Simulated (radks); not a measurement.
Values are calculated unless marked as measured or tabulated.
Valence configurations of the ruthenium ion Ru+ (all share [Kr]). Level of theory: Dirac Kohn-Sham, LDA (Slater exchange, Perdew-Wang correlation), spin-unpolarised, spherical densities, point nucleus; open shells are shared between the two j in proportion to 2j + 1 (a radial shooting solver on a logarithmic mesh with Libxc functionals). Energies are relative to 4d7; eigenvalues in eV.

[
 {"valence": "4d7", "E (eV)": "0.000", "e(4d3/2)": "-13.003", "e(4d5/2)": "-12.668", "e(5p1/2)": "-", "e(5p3/2)": "-", "e(5s1/2)": "-"},
 {"valence": "4d6.5 5s0.5", "E (eV)": "1.167", "e(4d3/2)": "-14.386", "e(4d5/2)": "-14.037", "e(5p1/2)": "-", "e(5p3/2)": "-", "e(5s1/2)": "-11.474"},
 {"valence": "4d6 5s1", "E (eV)": "2.716", "e(4d3/2)": "-15.834", "e(4d5/2)": "-15.471", "e(5p1/2)": "-", "e(5p3/2)": "-", "e(5s1/2)": "-12.113"},
 {"valence": "4d6.5 5p0.5", "E (eV)": "3.523", "e(4d3/2)": "-15.023", "e(4d5/2)": "-14.672", "e(5p1/2)": "-7.360", "e(5p3/2)": "-7.109", "e(5s1/2)": "-"},
 {"valence": "4d5.5 5s1.5", "E (eV)": "4.681", "e(4d3/2)": "-17.344", "e(4d5/2)": "-16.966", "e(5p1/2)": "-", "e(5p3/2)": "-", "e(5s1/2)": "-12.746"},
 {"valence": "4d6 5s0.5 5p0.5", "E (eV)": "5.168", "e(4d3/2)": "-16.462", "e(4d5/2)": "-16.096", "e(5p1/2)": "-7.793", "e(5p3/2)": "-7.522", "e(5s1/2)": "-12.541"},
 {"valence": "4d5 5s2", "E (eV)": "7.097", "e(4d3/2)": "-18.912", "e(4d5/2)": "-18.518", "e(5p1/2)": "-", "e(5p3/2)": "-", "e(5s1/2)": "-13.375"},
 {"valence": "4d6 5p1", "E (eV)": "7.648", "e(4d3/2)": "-17.073", "e(4d5/2)": "-16.705", "e(5p1/2)": "-8.140", "e(5p3/2)": "-7.863", "e(5s1/2)": "-"},
 {"valence": "4d5 5s1 5p1", "E (eV)": "12.443", "e(4d3/2)": "-20.114", "e(4d5/2)": "-19.717", "e(5p1/2)": "-8.958", "e(5p3/2)": "-8.636", "e(5s1/2)": "-14.153"},
 {"valence": "4d4 5s1 5p2", "E (eV)": "25.066", "e(4d3/2)": "-24.475", "e(4d5/2)": "-24.043", "e(5p1/2)": "-10.330", "e(5p3/2)": "-9.944", "e(5s1/2)": "-16.041"}
]

NIST lists [Kr] 4d7 as the ground configuration; this level of theory agrees among the configurations tried. The energies are those of spherical spin-averaged densities, not of single terms.
